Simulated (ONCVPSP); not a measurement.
## K, ONCV: configuration errors across variants

| Quantity | Value |
| --- | --- |
| Element | K |
| Generator | ONCVPSP 4.0.1 |
| Type | optimised norm-conserving Vanderbilt (ONCV) |
| Functional | LDA (Perdew-Wang 92) |
| Relativity | scalar-relativistic |
| Frozen core | [Ne] |
| Valence charge | 9 |
| Reference configuration | 3s2 3p6 4s0.5 4p0.5 |
| Partial waves | 3s+4s: rc 1.95 bohr, ncon 3, nbas 6, qcut 7.6 1/bohr, 2 projectors; 3p+4p: rc 2.50 bohr, ncon 4, nbas 7, qcut 6.4 1/bohr, 2 projectors; d scattering state at 0.12 Ha: rc 2.00 bohr, ncon 3, nbas 6, qcut 5.7 1/bohr, 2 projectors, debl 0.6 Ha; f scattering state at 0.4 Ha: rc 2.75 bohr, ncon 4, nbas 7, qcut 4.6 1/bohr, 2 projectors, debl 2.3 Ha |
| Local potential | polynomial inside 1.55 bohr (lpopt 3, dvloc0 6 Ha) |
| Core correction | Teter function, fcfact 4.25, rcfact 1.4 |

All-electron excitation energies from the reference (eV): (1) 3s2 3p6 4s1 4p0 -0.802; (2) 3s2 3p6 4s0 4p0 3.602; (3) 3s2 3p6 4s0.5 4p0 0.907; (4) 3s1 3p6 4s1 4p0 41.034.

A true bound ghost makes a file unfit for plane-wave use even where its test errors are small: the radial tests pick states by their node count and pass the ghost by.

Errors AE − PS in meV (a dash: test not solved or not reliable):

```csv
change,(1),(2),(3),(4),bound ghosts,GHOST(+) flags above zero
base,0.0,-0.1,0.0,-69,none,none
f: rc 2.66,0.0,-0.1,0.0,-69,none,none
"local potential polynomial inside 1.55 bohr (lpopt 3, dvloc0 -1 Ha)",0.0,-0.1,0.0,-69,none,f
"core correction Teter function fitted to the true core (icmod 2), fcfact 0.55",0.0,-0.1,0.0,-69,none,none
"s: ncon 5, nbas 8",0.0,-0.1,0.0,-27,none,none
p: nbas 9,0.0,-0.1,0.0,-69,none,none
"all radii but the core radius scaled by about 1.33 (s 2.58, p 3.32, d 2.66, f 3.64 bohr); local potential polynomial inside 2.06 bohr (lpopt 3, dvloc0 6 Ha)",-0.1,-0.2,0.0,-291,none,none
```

(1) Give the same row for: d: rc 1.95, qcut 5.8, nproj 0; local potential the d channel.

## Answers

(1) –, –, –, –; bound ghosts: s; GHOST(+) flags above zero: f.
